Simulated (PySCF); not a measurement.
Delta-SCF ions had no search for a lower state. 

**H4Ge, SMILES `[GeH4]` (charge 0, multiplicity 1)**

Level of theory: PySCF with ωB97X-D3(BJ)/def2-TZVP // PBE0-D3(BJ)/def2-TZVP.

* **HOMO**: -12.20 eV
* **dipole moment**: 0.00 D
* **LUMO**: 3.02 eV
* **HOMO–LUMO gap**: 15.22 eV
* **vertical ionisation energy (Delta-SCF)**: 12.55 eV
* **total energy**: -2079.3519 Ha
* **cost**: roughly 23 core-seconds

Bond lengths (Å): Ge1–H2 1.534, Ge1–H3 1.534, Ge1–H4 1.534, Ge1–H5 1.534. Bond angles (°): H2–Ge1–H3 109.5, H2–Ge1–H4 109.5, H2–Ge1–H5 109.5, H3–Ge1–H4 109.5, H3–Ge1–H5 109.5, H4–Ge1–H5 109.5.
